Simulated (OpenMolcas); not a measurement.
# Bi3+: effect of the active space

```yaml
Program: OpenMolcas
Method: CASSCF or its RAS form
Basis: ANO-RCC-VQZP
Scalar_Hamiltonian: DKH2, point nucleus
Spin-orbit_coupling: state interaction with AMFI integrals over the reference wave functions, term energies averaged over their components
```

A. 2 electrons in 4 orbitals (6s 6p); 2S+1 = 3 even, 3 roots; 2S+1 = 1 even, 7 roots; 2S+1 = 3 odd, 3 roots; 2S+1 = 1 odd, 3 roots; cost of the order of 70 core-seconds
B. 2 electrons in 8 orbitals (6s 6p 7s 7p); 2S+1 = 3 even, 3 roots; 2S+1 = 1 even, 7 roots; 2S+1 = 3 odd, 3 roots; 2S+1 = 1 odd, 3 roots; cost roughly 50 core-seconds
C. 2 electrons in 9 orbitals (RAS2 6s 6p; RAS3 6d, at most 2 electrons); 2S+1 = 3 even, 3 roots; 2S+1 = 1 even, 7 roots; 2S+1 = 3 odd, 3 roots; 2S+1 = 1 odd, 3 roots; cost of the order of 50 core-seconds

Energies in cm⁻¹ above 6s² ¹S₀, the measured ground level; measured values from Moore, Atomic Energy Levels, vol. III, NSRDS-NBS 35 (1971 reprint of NBS Circular 467, 1958).

```json
{"Level": "6s² ¹S₀", "A": "0.0", "B": "0.0", "C": "0.0", "Measured": "0.0"}
{"Level": "6s 6p ³P°₀", "A": "67426", "B": "68306", "C": "66601", "Measured": "70968"}
{"Level": "6s 6p ³P°₁", "A": "72485", "B": "73344", "C": "71459", "Measured": "75926"}
{"Level": "6s 6p ³P°₂", "A": "87742", "B": "88619", "C": "86872", "Measured": ""}
{"Level": "6s 6p ¹P°₁", "A": "117534", "B": "118337", "C": "113273", "Measured": "114602"}
{"Level": "6p² ³P₀", "A": "169182", "B": "176624", "C": "168068", "Measured": ""}
```

Deviations, from unrounded energies. A percentage is the sum of absolute deviations over the sum of measured energies, with the sign that they share, or ± where signs differ.

| Against measurement | Levels | A | B | C |
| --- | --- | --- | --- | --- |
| mean absolute deviation (cm-1) | 3 | 3300 | 3000 | 3400 |
| other configurations (%) | 3 | ±3.8 | ±3.4 | -3.9 |

B lies closest to measurement on these levels and C furthest from it. The largest miss of B in the table is 6s 6p ¹P°₁, by +3700 cm-1. The ranking rests on the paired levels alone, and a cruder setting can come out closer through cancelling errors.

Among A to C the level of the table that moves most is 6p² ³P₀, by 8600 cm-1 (lowest in C, highest in B).

Spin-orbit splittings of 6p shells tend to come out small when the coupling is added on scalar orbitals. The ¹D term of p² mixes with s d, which this space lacks (holds for A; B). The run also gave levels led by 6s 7s, which use shells meant for correlation; these and all levels above them are left out (holds for B). Configurations are named by rounded mean occupations; where the s occupation lies near a half they are strongly mixed, a name can repeat and a true partner stay unpaired (holds for C). Active for correlation alone: 6d; no level in the range computed is led by a configuration that fills it, so any true level of that kind is missing (holds for C). Some terms mix strongly with configurations of 6d, whose occupation reaches 0.51 (6p² ¹D) (holds for C). Measured partners are found by configuration, term and J. A level has none where our copy of the source lacks it or the pairing is in doubt (some pairs that miss far off the trend of their configuration count as doubtful), and it then counts in no deviation. Only configurations of the active space appear. Levels that lie high or do not pair safely by name in every column are left out.

° marks odd parity.
